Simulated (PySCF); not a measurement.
**Basis-set dependence of population analyses: `BC1CCC1`**

Species: C4H9B.
Z-matrix (Å and degrees, PBE0-D3(BJ)/def2-SVP geometry), rows numbered from 1:
```
B 
C   1  1.5493
C   2  1.5524  1  123.66
C   3  1.5409  2   88.62  1  -147.57
C   4  1.5406  3   89.44  2    16.03
H   1  1.2126  2  120.36  3   -37.30
H   1  1.2122  2  121.05  3   145.82
H   2  1.1149  1  101.43  3   121.82
H   3  1.1016  2  111.79  1   -34.20
H   3  1.1003  2  117.63  1    91.53
H   4  1.1014  3  111.46  2   -96.93
H   4  1.1006  3  117.61  2   137.26
H   5  1.1016  2  111.70  1    33.53
H   5  1.1005  2  117.69  1   -92.13
```

PBE0 throughout (PySCF), one geometry, spherical d and f functions. The structure is a single PBE0-D3(BJ)/def2-SVP conformer in the gas phase; no vibrational or solvent corrections. Atoms taken as equivalent share a column and are averaged. The first 7 of 10 kinds of atom are listed.

Mulliken charges (e):

```tsv
basis	functions	B1	C2	C3/C5	C4	H6/H7	H8	H9/H13
STO-3G	34	+0.169	-0.165	-0.145	-0.147	-0.047	+0.086	+0.074
6-31G	63	+0.213	-0.346	-0.317	-0.330	-0.041	+0.188	+0.167
pcSseg-0	63	+0.304	-0.734	-0.424	-0.487	+0.011	+0.282	+0.248
6-31G*	88	+0.093	-0.241	-0.341	-0.339	-0.015	+0.181	+0.170
cc-pVDZ	115	+0.055	-0.105	-0.038	-0.066	-0.030	+0.047	+0.036
def2-SVP	115	+0.082	-0.187	-0.035	-0.076	-0.028	+0.068	+0.040
6-311+G(2d,p)	189	-0.022	+0.168	-0.439	-0.105	-0.005	+0.133	+0.125
aug-cc-pVDZ	196	-1.401	+0.579	+0.619	+0.865	+0.647	-0.393	-0.376
def2-TZVP	209	-0.063	-0.085	-0.205	-0.160	+0.016	+0.091	+0.095
IGLO-III	265	+0.156	-0.144	-0.226	-0.209	-0.049	+0.111	+0.104
cc-pVTZ	276	-0.059	-0.033	-0.182	-0.167	+0.012	+0.079	+0.082
pcSseg-2	306	+0.288	-0.283	-0.046	-0.074	-0.067	+0.025	+0.032
```

IAO charges (e):

```csv
basis,functions,B1,C2,C3/C5,C4,H6/H7,H8,H9/H13
STO-3G,34,+0.091,-0.264,-0.247,-0.255,0.000,+0.155,+0.127
6-31G,63,+0.055,-0.253,-0.265,-0.270,+0.008,+0.165,+0.135
pcSseg-0,63,+0.053,-0.264,-0.266,-0.276,+0.009,+0.173,+0.136
6-31G*,88,+0.073,-0.251,-0.250,-0.255,+0.001,+0.159,+0.127
cc-pVDZ,115,+0.057,-0.248,-0.252,-0.257,+0.007,+0.162,+0.127
def2-SVP,115,+0.066,-0.248,-0.245,-0.251,+0.003,+0.160,+0.124
"6-311+G(2d,p)",189,+0.060,-0.254,-0.259,-0.264,+0.006,+0.165,+0.131
aug-cc-pVDZ,196,+0.058,-0.251,-0.259,-0.263,+0.007,+0.164,+0.131
def2-TZVP,209,+0.061,-0.254,-0.259,-0.264,+0.006,+0.165,+0.131
IGLO-III,265,+0.060,-0.254,-0.260,-0.265,+0.006,+0.165,+0.131
cc-pVTZ,276,+0.060,-0.254,-0.259,-0.264,+0.006,+0.165,+0.131
pcSseg-2,306,+0.062,-0.254,-0.259,-0.264,+0.005,+0.165,+0.131
```

Hirshfeld charges (e):

| basis | functions | B1 | C2 | C3/C5 | C4 | H6/H7 | H8 | H9/H13 |
| --- | --- | --- | --- | --- | --- | --- | --- | --- |
| STO-3G | 34 | +0.169 | -0.057 | -0.023 | -0.024 | -0.071 | +0.029 | +0.011 |
| 6-31G | 63 | +0.145 | -0.080 | -0.058 | -0.061 | -0.062 | +0.049 | +0.031 |
| pcSseg-0 | 63 | +0.151 | -0.081 | -0.056 | -0.060 | -0.064 | +0.048 | +0.029 |
| 6-31G* | 88 | +0.147 | -0.082 | -0.059 | -0.062 | -0.063 | +0.050 | +0.032 |
| cc-pVDZ | 115 | +0.150 | -0.089 | -0.062 | -0.066 | -0.063 | +0.052 | +0.034 |
| def2-SVP | 115 | +0.151 | -0.091 | -0.064 | -0.067 | -0.063 | +0.053 | +0.035 |
| 6-311+G(2d,p) | 189 | +0.157 | -0.104 | -0.072 | -0.075 | -0.061 | +0.055 | +0.039 |
| aug-cc-pVDZ | 196 | +0.153 | -0.104 | -0.076 | -0.079 | -0.059 | +0.057 | +0.040 |
| def2-TZVP | 209 | +0.152 | -0.100 | -0.073 | -0.075 | -0.060 | +0.056 | +0.039 |
| IGLO-III | 265 | +0.152 | -0.103 | -0.076 | -0.078 | -0.059 | +0.056 | +0.040 |
| cc-pVTZ | 276 | +0.151 | -0.098 | -0.071 | -0.074 | -0.061 | +0.055 | +0.038 |
| pcSseg-2 | 306 | +0.153 | -0.102 | -0.076 | -0.079 | -0.059 | +0.057 | +0.040 |

Some averages cover members that differ in this geometry, most widely: H6/H7, Mulliken in aug-cc-pVDZ +0.631 to +0.662 e.

Task: Which scheme is steadiest as the basis changes?

Result: Largest range over the bases for any column: IAO 0.04 e, Hirshfeld 0.06 e, Mulliken 1.70 e. IAO charges move least and Mulliken charges most, counted in e. Without the minimal STO-3G basis the ranges are IAO 0.02, Hirshfeld 0.02, Mulliken 1.70 e.

Task: How much do the charges still move between the two largest bases, cc-pVTZ and pcSseg-2?

Result: At most, over all atoms: Mulliken 0.347 e, IAO 0.002 e, Hirshfeld 0.005 e.

Task: What do the same runs give for the total energy, the frontier levels and the dipole moment?

Result: 
```json
{"basis": "STO-3G", "energy (Eh)": "-180.2549", "HOMO (eV)": "-6.79", "LUMO (eV)": "1.78", "μ (D)": "0.59"}
{"basis": "6-31G", "energy (Eh)": "-182.3555", "HOMO (eV)": "-8.01", "LUMO (eV)": "-0.90", "μ (D)": "0.79"}
{"basis": "pcSseg-0", "energy (Eh)": "-181.9925", "HOMO (eV)": "-8.37", "LUMO (eV)": "-1.23", "μ (D)": "0.69"}
{"basis": "6-31G*", "energy (Eh)": "-182.3993", "HOMO (eV)": "-7.95", "LUMO (eV)": "-0.87", "μ (D)": "0.79"}
{"basis": "cc-pVDZ", "energy (Eh)": "-182.4109", "HOMO (eV)": "-8.06", "LUMO (eV)": "-1.16", "μ (D)": "0.76"}
{"basis": "def2-SVP", "energy (Eh)": "-182.2722", "HOMO (eV)": "-8.13", "LUMO (eV)": "-1.18", "μ (D)": "0.76"}
{"basis": "6-311+G(2d,p)", "energy (Eh)": "-182.4499", "HOMO (eV)": "-8.14", "LUMO (eV)": "-1.32", "μ (D)": "0.77"}
{"basis": "aug-cc-pVDZ", "energy (Eh)": "-182.4201", "HOMO (eV)": "-8.11", "LUMO (eV)": "-1.32", "μ (D)": "0.78"}
{"basis": "def2-TZVP", "energy (Eh)": "-182.4627", "HOMO (eV)": "-8.12", "LUMO (eV)": "-1.28", "μ (D)": "0.78"}
{"basis": "IGLO-III", "energy (Eh)": "-182.4694", "HOMO (eV)": "-8.13", "LUMO (eV)": "-1.32", "μ (D)": "0.77"}
{"basis": "cc-pVTZ", "energy (Eh)": "-182.4606", "HOMO (eV)": "-8.11", "LUMO (eV)": "-1.26", "μ (D)": "0.78"}
{"basis": "pcSseg-2", "energy (Eh)": "-182.4647", "HOMO (eV)": "-8.13", "LUMO (eV)": "-1.31", "μ (D)": "0.78"}
```

The dipole is fixed by the density alone, so its range of 0.20 D shows that the density itself changes with the basis, not only its division among atoms.
